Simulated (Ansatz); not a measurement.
H5AsSi, triplet, at the geometry of the source list (a higher spin typed on purpose: for a closed-shell molecule this is an excited state). Base run: Ansatz (an electronic-structure program) with B3LYP/STO-3G.

The Ansatz input:
Ansatz 0.2 input:
```yaml
crystal:
  periodic: [false, false, false]
  atoms:
    - {symbol: Si, position_ang: [-0.82500000, 0.08340000, -0.08740000]}
    - {symbol: As, position_ang: [1.41440000, -0.16390000, -0.65270000]}
    - {symbol: H, position_ang: [-1.64530000, -0.74100000, -0.98860000]}
    - {symbol: H, position_ang: [-1.24900000, 1.47660000, -0.27050000]}
    - {symbol: H, position_ang: [-1.17730000, -0.30410000, 1.28360000]}
    - {symbol: H, position_ang: [1.63770000, -1.23170000, 0.37960000]}
    - {symbol: H, position_ang: [1.84450000, 0.88070000, 0.33590000]}
basis:
  gaussian:
    orbitals: STO-3G
hamiltonian:
  xc: b3lyp
magnetization: {spin_polarized: true, initial_magnetization: 2}
```

The bond that is stretched is that between atoms 4 and 1. A test that says stable can miss a lower solution.

The base run was repeated with changes; each row names its change, and settings that it needs were set with it.

```
change                                                           ΔE vs base (eV)  <S^2>       stability test says
---------------------------------------------------------------  ---------------  -----  ------------------------
base                                                                        0.00  2.002                   minimum
spin_polarized = on; lower_state_search = off                               0.00  2.002  undecided (no full test)
spin_polarized = on; lower_state_search = standard                          0.00  2.002                   minimum
bond × 1.25                                                                 0.44  2.001                   minimum
spin_polarized = on; lower_state_search = off; bond × 1.25                  0.44  2.001  undecided (no full test)
spin_polarized = on; lower_state_search = standard; bond × 1.25             0.44  2.001                   minimum
bond × 1.5                                                                 -1.28  2.001                   minimum
spin_polarized = on; lower_state_search = off; bond × 1.5                  -1.28  2.001  undecided (no full test)
spin_polarized = on; lower_state_search = standard; bond × 1.5             -1.28  2.001                   minimum
bond × 1.8                                                                 -2.04  2.001                   minimum
spin_polarized = on; lower_state_search = off; bond × 1.8                  -2.04  2.001  undecided (no full test)
spin_polarized = on; lower_state_search = standard; bond × 1.8             -2.04  2.001                   minimum
bond × 2.2                                                                 -2.29  2.001                   minimum
spin_polarized = on; lower_state_search = off; bond × 2.2                  -2.29  2.001  undecided (no full test)
spin_polarized = on; lower_state_search = standard; bond × 2.2             -2.29  2.001                   minimum
bond × 3.0                                                                 -2.33  2.001                   minimum
spin_polarized = on; lower_state_search = off; bond × 3.0                  -2.33  2.001  undecided (no full test)
spin_polarized = on; lower_state_search = standard; bond × 3.0             -2.33  2.001                   minimum
```

On stretching, the SCF can end on different states; <S^2> shows the spin contamination of each.
